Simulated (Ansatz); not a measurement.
Reaction (cleavage of the Ge–Si bond): `[CH3][GeH]([SiH3])[SH]` + CH₃OH → `C[O][GeH]([CH3])[SH]` + SiH₄

Calculated with Ansatz (gas phase, PBE0-D4/def2-TZVP geometries, no zero-point term in ΔE). CBS: MP2 limit from def2 TZ/QZ plus the TZ coupled-cluster correction, frozen cores. This one scheme is used for every species. DFT in def2-TZVPP. B3LYP here is the variant with VWN-RPA as its local correlation; programs differ in this. For Ge outer-core shells are correlated without core-valence functions, which leaves a few kJ/mol of doubt a bond. Scalar relativity is left out up to krypton. One conformer a species, not always the lowest.

```json
{"level": "PBE-D4", "ΔE (kcal/mol)": "-3.2"}
{"level": "B3LYP-D4", "ΔE (kcal/mol)": "-6.5"}
{"level": "PBE", "ΔE (kcal/mol)": "-3.0"}
{"level": "PBE0", "ΔE (kcal/mol)": "-3.2"}
{"level": "SCS-MP2/def2-TZVPP", "ΔE (kcal/mol)": "-9.1"}
{"level": "CCSD/def2-TZVPP", "ΔE (kcal/mol)": "-7.4"}
{"level": "HF/def2-QZVPP", "ΔE (kcal/mol)": "-9.8"}
{"level": "CCSD/CBS(def2)", "ΔE (kcal/mol)": "-6.0"}
```

What does CCSD(T)/CBS give? (Estimate.)

Computed: -6.1 kcal/mol. The listed levels differ from it by 2.9, -0.4, 3.1, 2.9, -3.0, -1.3, -3.7, 0.1 kcal/mol.

Largest T1 diagnostic among the species: 0.011.

In def2-TZVPP, CCSD(T) changes the Hartree–Fock value by +2.2 kcal/mol (the triples alone add −0.1 kcal/mol) and MP2 by +1.4 kcal/mol.
